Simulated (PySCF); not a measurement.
NbOCl₃, SMILES [O]=[Nb]([Cl])([Cl])[Cl], multiplicity 1.

Geometry: B3LYP-D3(BJ)/def2-SVP. The multiplicity is an assumed one; no other spin state was optimised. The isomer is the one that the SMILES or the coordinates give; other isomers of the formula were not compared. The def2 effective core potentials stand for the cores of Nb; spin–orbit coupling is left out.

All values below come from PBE/def2-TZVP (PySCF).

Question: Estimate the frontier levels, gap, dipole moment and polarisability. (Estimate from the structure and the level; the computed values follow.)

Answer: 
| Item | Result |
|---|---|
| highest occupied level | -8.39 eV |
| lowest empty level | -4.15 eV |
| orbital gap | 4.25 eV |
| dipole moment | 1.01 D |
| quadrupole, principal values (traceless, Buckingham form, about the centre of nuclear charge) | -2.97, 1.49, 1.49 D·Å |
| mean static polarisability | 81.6 bohr³ (12.09 Å³) |
| polarisability, principal values | 68.2, 88.3, 88.3 bohr³ |
